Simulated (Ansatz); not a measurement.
Start from `[NH2][In]([Br])[Br]` and change one atom or group to get `[NH2][In]([OH])[Br]`.

Ansatz, PBE0-D4/def2-TZVP geometries, multiplicity 1. Each molecule was computed in one conformer, which needn't be the lowest.

Elements past krypton have def2 core potentials. Scalar relativity is left out up to krypton. Spin–orbit coupling is left out; it splits and shifts lone-pair levels of the heavy atoms by tenths of an eV.

```csv
property,`[NH2][In]([Br])[Br]`
HOMO energy (PBE0/def2-TZVPP) / eV,-7.95
size of the dipole moment (B3LYP/def2-TZVPP) / D,2.59
LUMO energy (PBE0/def2-TZVPP) / eV,-2.17
HOMO–LUMO gap (B3LYP/def2-TZVPP) / eV,5.23
HOMO–LUMO gap (PBE0/def2-TZVPP) / eV,5.78
HOMO energy (ωB97M-V/def2-TZVPP) / eV,-10.26
```

Task: What does the change do to each property? (Estimate.)

Result: Computed: 
```json
{"property": "HOMO energy (PBE0/def2-TZVPP) / eV", "`[NH2][In]([OH])[Br]`": "-7.83", "shift": "0.12"}
{"property": "size of the dipole moment (B3LYP/def2-TZVPP) / D", "`[NH2][In]([OH])[Br]`": "1.63", "shift": "-0.96"}
{"property": "LUMO energy (PBE0/def2-TZVPP) / eV", "`[NH2][In]([OH])[Br]`": "-1.79", "shift": "0.38"}
{"property": "HOMO–LUMO gap (B3LYP/def2-TZVPP) / eV", "`[NH2][In]([OH])[Br]`": "5.46", "shift": "0.23"}
{"property": "HOMO–LUMO gap (PBE0/def2-TZVPP) / eV", "`[NH2][In]([OH])[Br]`": "6.04", "shift": "0.26"}
{"property": "HOMO energy (ωB97M-V/def2-TZVPP) / eV", "`[NH2][In]([OH])[Br]`": "-10.17", "shift": "0.09"}
```

With PBE0 the HOMO rises by 0.12 eV and the LUMO rises by 0.38 eV, so the gap widens by about 0.26 eV. PBE moves the HOMO by 0.17 eV and ωB97M-V by 0.09 eV. The zero-point energy changes by 32.6 kJ/mol with +3 modes. Dipoles are sizes alone; their direction can turn.

B3LYP here is the variant with VWN-RPA as its local correlation; programs differ in this.
